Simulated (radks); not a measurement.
Ho LVII, configuration [Ne] 3s1. Method: Dirac Kohn-Sham, PBE, spin-unpolarised, spherical densities, finite nucleus; Fermi nuclear charge, rms radius 5.2022 fm; computed with a radial shooting solver on a logarithmic mesh with Libxc functionals.

Unscreened Slater integrals over Kohn-Sham orbitals (cm^-1). Large and small components are both included.

F0(3s1/2,3s1/2): 954310
F0(3s1/2,2p3/2): 1245500
G1(3s1/2,2p3/2): 130430
F0(3s1/2,2p1/2): 1265900
G1(3s1/2,2p1/2): 133300
F0(3s1/2,2s1/2): 1227200
G0(3s1/2,2s1/2): 114180
F0(2p3/2,2p3/2): 2547000
F2(2p3/2,2p3/2): 1215500
F0(2p3/2,2p1/2): 2661400
G2(2p3/2,2p1/2): 1192400
F0(2p3/2,2s1/2): 2398600
G1(2p3/2,2s1/2): 1353700
F0(2p1/2,2p1/2): 2798200
F0(2p1/2,2s1/2): 2492200
G1(2p1/2,2s1/2): 1315400
F0(2s1/2,2s1/2): 2307400
